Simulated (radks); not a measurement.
Q: These are the eigenvalues of the occupied orbitals of an atom or ion with whole-number occupations (eV). Method: Dirac Kohn-Sham, PBEsol, spin-unpolarised, spherical densities, finite nucleus; Fermi nuclear charge, rms radius of each element as measured or else 0.836 A^(1/3) + 0.57 fm; computed with a radial shooting solver on a logarithmic mesh with Libxc functionals.

orbital  eigenvalue
1s1/2     -15079.57
2s1/2     -2067.233
2p1/2     -1881.273
2p3/2     -1820.530
3s1/2     -357.7634
3p1/2     -291.0883
3p3/2     -281.9227
3d3/2     -165.0705
3d5/2     -163.5050
4s1/2      -84.3946
4p1/2      -66.7984
5p1/2      -27.6922

Which element is it, and in what charge state? The configuration may be excited. Open shells, if any, fill j = l - 1/2 first.

A: Z = 37, rubidium, charge +4: Rb4+ in [Ar] 3d10 4s2 4p2 5p1. The list shows which subshells hold electrons but not how many an open one holds; the 1s level, -554.16 hartree, gives Z - s = 33.3 by -(Z - s)^2/2, which with screening and relativity narrows Z to a few neighbours, and the depths of the outer levels then fix element, charge and occupations together.
